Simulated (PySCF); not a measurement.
Simulated outer-valence photoelectron spectrum of `O[SiH2][AsH2]`. Computed with EOM-IP-CCSD/aug-cc-pVDZ in PySCF, restricted Hartree–Fock reference, 15 core orbitals frozen, non-relativistic, gas phase, PBE0-D3(BJ)/def2-SVP geometry.

Each root has a Gaussian of 0.4 eV full width with its one-hole share as area; cross sections and vibrations are left out, and the highest printed point is 100.

```
ionisation energy (eV)  intensity
                   9.0          3
                   9.2         35
                   9.4         98
                   9.6         69
                   9.8         12
                  10.0          1
                  10.2          0
                  10.4          1
                  10.6         23
                  10.8         87
                  11.0         83
                  11.2         20
                  11.4          7
                  11.6         48
                  11.8        100
                  12.0         52
                  12.2          8
                  12.4         15
                  12.6         74
                  12.8         94
                  13.0         56
                  13.2         93
                  13.4         83
                  13.6         72
                  13.8        100
                  14.0         43
                  14.2          5
                  14.4          0
                  14.6          0
                  14.8          0
                  15.0          0
                  15.2          1
                  15.4         16
                  15.6         75
                  15.8         86
                  16.0         25
                  16.2          2
                  16.4          0
                  16.6          0
                  16.8          0
                  17.0          0
                  17.2          0
                  17.4          0
                  17.6          0
                  17.8          0
                  18.0          6
                  18.2         43
                  18.4         82
                  18.6         40
                  18.8          5
```

**Question.** Where are the maxima, and how many lines lie under the curve?

**Answer.** 8 maxima, at 9.5, 10.9, 11.8, 12.7, 13.3, 13.8, 15.7 and 18.4 eV, from 8 lines.

**Question.** List the lines with their holes.

**Answer.** 
```
E (eV)  leading hole (HF orbital)  area  Koopmans (eV)
  9.45                       HOMO  0.96           9.78
 10.89                     HOMO-1  0.95          11.52
 11.81                     HOMO-2  0.94          12.86
 12.73                     HOMO-3  0.94          13.55
 13.27                     HOMO-4  0.94          14.90
 13.78                     HOMO-5  0.94          15.27
 15.72                     HOMO-6  0.90          17.26
 18.39                     HOMO-7  0.78          20.34
```

The widest gap, 2.67 eV, lies between 15.72 and 18.39 eV. Only orbitals with −ε under 21 eV, eight at most, were ionised, so the high end of the curve may lack lines.

Hardware: one thread of an Arm Neoverse V2 (shared host). Cost: 1.7 min of wall time, 1.8 GiB resident at most.

The values belong to the conformer `[OH:1][SiH2:2][AsH2:3]`: H–O1–Si2–As3 68°, H–As3–Si2–O1 -83°, H–As3–Si2–O1 -175°.
